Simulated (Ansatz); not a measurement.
CH4BrGaO (`C[O][GaH][Br]`). The species carries charge 0 and has multiplicity 1.

```tsv
atom	x (Å)	y (Å)	z (Å)
C1	0.6055	0.6416	0.9043
O2	0.7863	-0.3499	-0.0776
Ga3	-0.4525	-0.9566	-1.1802
Br4	-2.5307	-0.0201	-0.9641
H5	0.8432	0.2274	1.8894
H6	-0.4174	1.0336	0.9340
H7	1.2874	1.4756	0.7101
H8	-0.1219	-2.0516	-2.2159
```

Task: What are the harmonic wavenumbers in cm⁻¹ at PBE0-D4/def2-TZVP (Ansatz, finite differences of forces, unscaled)? (Best estimate.)

Result: Computed: 82, 107, 138, 269, 305, 453, 587, 627, 1134, 1180, 1205, 1478, 1493, 1498, 2069, 3013, 3083, 3087.

Task: Is this a minimum?

Result: Yes, all 18 modes are real.

Task: Give the ideal-gas thermochemistry at 298.15 K and 1 bar (rigid rotor, harmonic oscillator; point group Cs, symmetry number 1).

Result: Zero-point energy 130.4 kJ/mol; H(298) − E = 150.0 kJ/mol; entropy 352.7 J/(mol·K), of which translation 173.7, rotation 116.8, vibration 62.1; G(298) − E = 44.9 kJ/mol. Modes under 100 cm⁻¹ are hindered rotations or soft bends, so the harmonic entropy is rough.

Task: And at 400, 500, 600, 800 and 1000 K?

Result: 
```
T (K)  H − E (kJ/mol)  S (J/mol/K)  G − E (kJ/mol)
  400           159.8        380.7             7.5
  500           170.5        404.5           -31.8
  600           182.1        425.7           -73.3
  800           207.7        462.5          -162.3
 1000           235.8        493.8          -258.0
```

Task: Rotational constants (cm⁻¹)?

Result: 0.1632, 0.05305, 0.04033.
